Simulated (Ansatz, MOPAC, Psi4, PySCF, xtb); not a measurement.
Lewis adduct: BH3 (SMILES B) (first 4 atoms) with PH3 (SMILES P); geometry from B3LYP-D3(BJ)/def2-TZVP, rigid monomers moved along the line of their centres of mass till B1···P5 is 3.47 Å.
(charge 0, multiplicity 1):
```xyz
8

B     -0.030    -0.077     0.672
H      1.097    -0.421     0.418
H     -0.842    -0.969     0.655
H     -0.384     0.932     0.116
P      0.122     0.836     4.020
H     -1.058     1.294     4.633
H      0.513    -0.141     4.953
H      0.998     1.875     4.381
```

```tsv
level	interaction energy (kcal/mol)	minus CCSD(T)/CBS(aug-cc-pV(D+d)Z, aug-cc-pV(T+d)Z)
AM1	-1.14	3.81
PM3	-3.43	1.52
PM6	-2.51	2.44
PM7	-3.79	1.16
GFN2-xTB	-1.38	3.57
HF/STO-3G (no counterpoise)	-4.04	0.91
HF/aug-cc-pV(D+d)Z	-3.85	1.10
PBE-D3(BJ)/def2-TZVPPD	-6.61	-1.65
BP86/6-31G* (no counterpoise)	-5.68	-0.73
r2SCAN/def2-TZVPPD	-5.82	-0.87
r2SCAN-D3(BJ)/def2-TZVPPD	-6.10	-1.15
B3LYP/6-31G* (no counterpoise)	-5.29	-0.34
B3LYP-D3(BJ)/def2-TZVPPD	-5.80	-0.85
B3LYP-D4/def2-TZVPPD	-5.79	-0.84
PBE0/def2-TZVPPD	-5.36	-0.41
PBE0-D3(BJ)/def2-TZVPPD	-6.00	-1.05
SCS-MP2/aug-cc-pV(D+d)Z	-4.59	0.36
SCS-MP2/aug-cc-pV(T+d)Z	-4.68	0.27
CCSD(T)/CBS(aug-cc-pV(D+d)Z, aug-cc-pV(T+d)Z)	-4.95	0.00
SAPT0/jun-cc-pV(D+d)Z	-4.92	0.03
```

 The comparison column counts from a level with limits of its own.

The rows run from -6.61 (PBE-D3(BJ)/def2-TZVPPD) to -1.14 kcal/mol (AM1). The dispersion term adds -0.28 in r2SCAN-D3(BJ), -0.64 in PBE0-D3(BJ).

Monomers are frozen at their geometry in the pair; levels with a basis set take the counterpoise correction. Rows marked so take none.

Frozen-core correlation. CBS: X⁻³ extrapolation of the correlation energy, Hartree–Fock from the larger set. Rows in 6-31G*, STO-3G carry no dispersion term and start afresh at each structure (6-31G* with six Cartesian d functions). The state that AM1, PM3, PM6, PM7 reach isn't checked; PM7 holds dispersion and hydrogen-bond terms.

Programs: Ansatz (a quantum-chemistry and plane-wave program) with Gaussian orbitals; MOPAC for AM1, PM3, PM6, PM7 (differences of heats of formation); Psi4 for SAPT; PySCF for 6-31G* rows, STO-3G rows, the dispersion terms; xtb for the GFN methods.
